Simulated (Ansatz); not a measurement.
Ansatz (a program for electronic structure) input (B3LYP/def2-TZVPPD): A basis named .json is the Basis Set Exchange file of that set (core-valence sets with the plain set on hydrogen).

Ansatz 0.2 input:
```yaml
crystal:
  periodic: [false, false, false]
  atoms:
    - {symbol: B, position_ang: [-0.77657967, 0.03230627, -0.00413419]}
    - {symbol: N, position_ang: [0.60979542, -0.02536793, 0.00324630]}
    - {symbol: H, position_ang: [-1.39837774, -0.98543134, -0.02544751]}
    - {symbol: H, position_ang: [-1.31189213, 1.09818051, 0.01101914]}
    - {symbol: H, position_ang: [1.19719081, 0.79223349, 0.02089926]}
    - {symbol: H, position_ang: [1.12740949, -0.88893853, -0.00852404]}
basis:
  gaussian:
    orbitals: def2-TZVPPD.json
hamiltonian:
  xc: {name: B3LYP}
magnetization: {spin_polarized: false}
```

Output:

```
Functional definition: B3LYP
integrals: 0.03 GiB planned
580 factors; their error is unknown
mean field: 0.42 GiB planned
mean field evaluation 1: about -2227.0078 eV, gradient 5.8e1 eV
mean field evaluation 2: about -2217.1987 eV, gradient 8.5e1 eV
mean field evaluation 4: about -2233.5912 eV, gradient 3.6e0 eV
mean field evaluation 8: about -2233.6264 eV, gradient 2.6e-2 eV
mean field -2233.62640176 eV, -82.0842562582 hartree, gradient 3.5e-5 eV, S^2 0.000000; 0 other end points of the search recorded, 0 dependent functions left out
reference -2233.62662174 eV, -82.0842643424 hartree; 8, 8 occupied and 134, 134 virtual orbitals, 580 factors
Total energy: -2233.62662174 eV, -82.0842643424 hartree
```
